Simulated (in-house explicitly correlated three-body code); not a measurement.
Computed with an exponentially correlated three-body code. Model: two electrons around a point charge, non-relativistic, variational in 260 exponentially correlated functions (energies converged to about 1e-7 hartree, or 1e-8 relative for large Z).

Command:
```bash
python run_hyl.py task.json out
```
Settings (lengths in bohr, energies in hartree):
```
Z                      12
screening              3
interaction_strength   1
functions              260
states_tried           13
```

Cost of the run: 46 s on 1 thread of Intel(R) Xeon(R) Platinum 8488C (Sapphire Rapids) (shared host).

**Those bound S and P states to n = 4 that converged, binding against the one-electron ion.**

Given: nuclear charge 12; Yukawa screening of all interactions 3 1/bohr.

Computed: one-electron threshold -41.8924206 hartree.

```
term  energy (hartree)  binding (eV)
1 1S       -79.0655137        1011.5
2 3S       -42.1733541        7.6446
2 1S       -42.0784746        5.0628
```

**Converged states only, values per electron or pair (inverse distances are <exp(-kr)/r>).**

```json
{"term": "1 1S", "mean r (bohr)": "0.13584", "mean r squared (bohr²)": "0.025003", "mean inverse r (1/bohr)": "8.758", "mean r12 (bohr)": "0.2001", "mean inverse r12 (1/bohr)": "4.5768", "mean cosine": "-0.010412", "mean p1 dot p2 (bohr⁻²)": "1.2808", "delta r1 (bohr⁻³)": "481.22", "delta r12 (bohr⁻³)": "51.808"}
{"term": "2 3S", "mean r (bohr)": "0.64953", "mean r squared (bohr²)": "0.94523", "mean inverse r (1/bohr)": "4.6872", "mean r12 (bohr)": "1.1785", "mean inverse r12 (1/bohr)": "0.17961", "mean cosine": "-0.00086361", "mean p1 dot p2 (bohr⁻²)": "0.0099676", "delta r1 (bohr⁻³)": "260.96", "delta r12 (bohr⁻³)": "-"}
{"term": "2 1S", "mean r (bohr)": "0.73905", "mean r squared (bohr²)": "1.2872", "mean inverse r (1/bohr)": "4.6581", "mean r12 (bohr)": "1.3548", "mean inverse r12 (1/bohr)": "0.22527", "mean cosine": "-0.0010505", "mean p1 dot p2 (bohr⁻²)": "0.021879", "delta r1 (bohr⁻³)": "259.68", "delta r12 (bohr⁻³)": "1.786"}
```

**Static dipole response.**

```tsv
state	polarisability (bohr³)
1 1S	0.00063353
```
